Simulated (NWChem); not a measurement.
System: MnBrCl, sextet; SMILES [Cl][Mn][Br]

The following NWChem deck was run.

```
start job
memory heap 200 mb stack 900 mb global 1100 mb
geometry units angstroms noautosym nocenter noautoz
  Mn    -0.014018     0.521091     0.000000
  Cl    -0.085662     2.706508     0.000000
  Br     0.062639    -1.807786     0.000000
end
basis spherical
  * library def2-svp
end
dft
  odft
  mult 6
  xc hfexch
  iterations 150
end
property
  efieldgrad
end
task dft property
```

Structure relaxed at the PBE0/def2-SVP, spin-unrestricted level. This spin state was assumed; another may lie lower. No stability test was run on the SCF state.

Vzz is the largest principal value of the second derivative of the potential at the nucleus (NWChem prints the opposite sign); η is the asymmetry. Non-relativistic.

Atoms are numbered as in the input.

Question: Give the results of this calculation. (UHF/def2-SVP.) Quantities: Vzz Mn1 (a.u.); η Mn1; Vzz Cl2 (a.u.); η Cl2; Vzz Br3 (a.u.); η Br3.

Answer: 
```
Quantity         Value
--------------  ------
Vzz Mn1 (a.u.)  -1.504
η Mn1             0.00
Vzz Cl2 (a.u.)   0.933
η Cl2             0.00
Vzz Br3 (a.u.)   1.804
η Br3             0.00
```
